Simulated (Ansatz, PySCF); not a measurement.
Potential energy curve for SMILES BB. The B1–B4 bond (B1 also carries H, H; B4 carries H, H) is pulled apart rigidly from the PBE0/def2-TZVP optimised geometry.

- RHF/cc-pVTZ (Ansatz, a first-principles code)
- RMP2 = MP2 on RHF/cc-pVTZ, frozen core (Ansatz)
- UKS-B3LYP/6-31G* = unrestricted B3LYP/6-31G*, spherical d in PySCF
- UMP2 = MP2 on UHF/cc-pVTZ, frozen core (Ansatz)
- RCCSD(T) = CCSD(T) on RHF/cc-pVTZ, frozen core (Ansatz)

Energies are in kJ/mol, each relative to the lowest point of its own curve near equilibrium.

| R / Å | RHF | RMP2 | UKS-B3LYP/6-31G* | UMP2 | RCCSD(T) |
|---|---|---|---|---|---|
| 1.21 | 406.7 | 369.9 | 366.3 | 369.9 | 368.5 |
| 1.30 | 223.3 | 198.2 | 193.5 | 198.2 | 197.2 |
| 1.37 | 129.9 | 112.1 | 107.7 | 112.1 | 111.5 |
| 1.48 | 43.2 | 34.2 | 31.5 | 34.2 | 34.0 |
| 1.55 | 15.1 | 10.4 | 8.9 | 10.4 | 10.3 |
| 1.59 | 5.9 | 3.3 | 2.6 | 3.3 | 3.3 |
| 1.63 | 0.9 | 0.0 | 0.0 | 0.0 | 0.0 |
| 1.70 | 0.0 | 1.7 | 2.8 | 1.7 | 1.6 |
| 1.73 | 2.2 | 4.8 | 6.3 | 4.8 | 4.6 |
| 1.80 | 11.9 | 16.3 | 18.6 | 16.3 | 15.8 |
| 1.86 | 24.4 | 29.9 | 32.5 | 29.9 | 29.1 |
| 2.01 | 66.4 | 73.4 | 76.2 | 73.4 | 71.4 |
| 2.21 | 134.6 | 141.5 | 142.8 | 141.5 | 136.7 |
| 2.43 | 213.1 | 217.7 | 216.3 | 217.7 | 208.5 |
| 2.69 | 301.7 | 301.1 | 296.1 | 333.6 | 284.1 |
| 2.87 | 358.2 | 352.6 | 345.2 | 385.5 | 328.2 |
| 3.27 | 467.1 | 446.3 | 420.9 | 435.6 | — |
| 3.55 | 530.4 | 495.5 | 444.4 | 448.4 | — |
| 3.99 | 611.3 | 548.4 | 460.9 | 456.1 | — |
| 4.46 | 677.5 | 576.8 | 467.5 | 458.5 | — |
| 4.83 | 718.3 | 582.2 | 469.6 | 459.1 | — |
| 5.73 | 788.1 | — | 470.9 | 459.3 | — |

At the longest distance, 5.73 Å, RHF lies highest above its minimum (788.1 kJ/mol) and UMP2 lowest (459.3 kJ/mol).

A dash means that the run gave no value there, or that the column was ended at a point which the program doubted or which failed a test of continuity chosen for this set; such a test can also cut sound points.

The restricted form behind RHF, RMP2 keeps the bonding electrons paired and can't separate into open-shell fragments. The T1 diagnostic of CCSD on the restricted reference of RMP2, RCCSD(T) exceeds 0.045 at 4.46 to 5.73 Å. The unrestricted determinant behind UKS-B3LYP/6-31G* is spin-contaminated at 3.27 to 5.73 Å (<S²> up to 1.0, against 0.00 for a pure singlet). The unrestricted determinant behind UMP2 is spin-contaminated at 2.69 to 5.73 Å (<S²> up to 1.0, against 0.00 for a pure singlet).
